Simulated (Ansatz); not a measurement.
Reaction (formal hydrolysis of a Zr–F bond): `[F][Zr]([F])([Cl])[SeH]` + H₂O → `[OH][Zr]([F])([Cl])[SeH]` + H–F

Gas-phase electronic energies from Ansatz, PBE0-D4/def2-TZVP geometries. CBS: MP2 limit from def2 TZ/QZ plus the TZ coupled-cluster correction, frozen cores. This one scheme is used for every species. Elements past krypton have def2 core potentials. For Se, Zr outer-core shells are correlated without core-valence functions, which leaves a few kJ/mol of doubt a bond. Scalar relativity is left out up to krypton. One conformer a species, not always the lowest.

| level | ΔE (kJ/mol) |
| --- | --- |
| HF/def2-TZVPP | 36.8 |
| CCSD(T)/def2-TZVPP | 32.5 |

Task: What does CCSD(T)/CBS give? (An estimate is asked.)

Result: The calculation gave: +33.1 kJ/mol. The listed levels differ from it by 3.7, -0.6 kJ/mol.

Largest T1 diagnostic among the species: 0.016.

In def2-TZVPP, CCSD(T) changes the Hartree–Fock value by −4.3 kJ/mol (the triples alone add −0.0 kJ/mol) and MP2 by −8.2 kJ/mol. From PBE to PBE0 (25 % exact exchange), in def2-TZVPP and without D4, ΔE moves by −4.6 kJ/mol.
